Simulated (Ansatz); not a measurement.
`[AlH2][SiH2][SiH2][SiH3]`, charge 0, multiplicity 1.

Task: Give a relaxed structure at PBE0-D4/def2-TZVP (the Gaussian-basis code of Ansatz). (Best estimate.)

Result: Computed: 
Z-matrix (Å, degrees):
```
Si
Si 1 2.337
Al 1 2.466 2 96.3
H 1 1.490 2 111.5 3 123.1
H 1 1.491 2 107.2 3 -118.5
Si 2 2.336 1 95.5 3 35.5
H 2 1.489 1 111.5 3 -74.9
H 2 1.488 1 120.7 3 154.7
H 3 1.590 1 116.2 2 69.8
H 3 1.588 1 121.4 2 -122.2
H 6 1.485 2 112.9 1 69.8
H 6 1.486 2 120.6 1 -157.5
H 6 1.531 2 104.8 1 -42.2
```
This is one stationary point; other conformers may exist.
